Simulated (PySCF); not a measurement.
**Static response to an electric field**

C₅H₄ClFSe.
SMILES with atom numbers: `[CH3:1][c:2]1[se:3][cH:4][c:5]([Cl:6])[c:7]1[F:8]` (hydrogens: H9, H10, H11 on C1; H12 on C4)

Geometry (PBE0-D3(BJ)/def2-SVP, Å), atoms numbered from 1 in this order:
```xyz
12
C5H4ClFSe angstrom
C     -2.0666   -0.1450    0.0146
C     -0.5818   -0.2480    0.0213
Se     0.3473   -1.8558    0.2356
C      1.9364   -0.9044    0.1172
C      1.6979    0.4251   -0.0558
Cl     2.9187    1.6256   -0.2043
C      0.3087    0.7767   -0.1066
F     -0.0644    2.0398   -0.2702
H     -2.5217   -0.8105   -0.7350
H     -2.4993   -0.3994    0.9953
H     -2.3581    0.8870   -0.2253
H      2.9082   -1.3891    0.1833
```

Level: CAM-B3LYP/def2-SVPD (PySCF), static field, nuclei fixed, core orbitals frozen in the response. The polarisability tensor in these axes (au):

```
x   115.14  13.14  -1.68
y    13.14 111.62  -6.13
z    -1.68  -6.13  64.74
```

What are the eigenvalues, a third of the trace, and Δα (Δα² = ½Σ(αi − αj)² over the three pairs)?

Principal values 63.95, 100.47 and 127.09 au; mean 97.17 au = 14.40 Å³ = 16.02 × 10⁻⁴⁰ C²·m²/J; Δα = 54.90 au (56 % of the mean).

What is the dipole moment, and where does it point?

(-1.21, -2.07, 0.28) D, 2.41 D in size, pointing from the negative to the positive side. Measured along this direction, the outermost atoms are Cl6 at the negative end and H9 at the positive end.

Molar refractivity from α?

Lorentz–Lorenz: R = (4π/3)N_A α = 2.5225 cm³/(mol·Å³) × 14.40 Å³ = 36.3 cm³/mol, in the limit of long wavelengths.

What are the principal values of the traceless quadrupole moment, Θ = ½Σq(3rr − r²1), about the centre of nuclear charge?

-4.63, -3.54, 8.17 D·Å. The values depend on the origin, since the dipole doesn't vanish. The electronic extent ⟨r²⟩ about the same centre is 1623 bohr², a root-mean-square distance of 2.20 Å for the 94 electrons.

Find the Langevin capture rate constant for O2+ (31.990 u) meeting this molecule (197.915 u), k = 2.342 × 10⁻⁹ cm³/s × √(α in Å³ / reduced mass in u).

The reduced mass is 27.54 u, so k = 1.69 × 10⁻⁹ cm³/s. The formula leaves out the permanent dipole, which adds to the capture rate.

Rayleigh depolarisation ratio (linearly polarised light, static tensor)?

ρ = 3Δα²/(45ᾱ² + 4Δα²) = 9042.1/(424885 + 12056.2) = 0.0207.

Isolated species at its PBE0-D3(BJ)/def2-SVP geometry, gas phase. The calculation is non-relativistic, for selenium too.
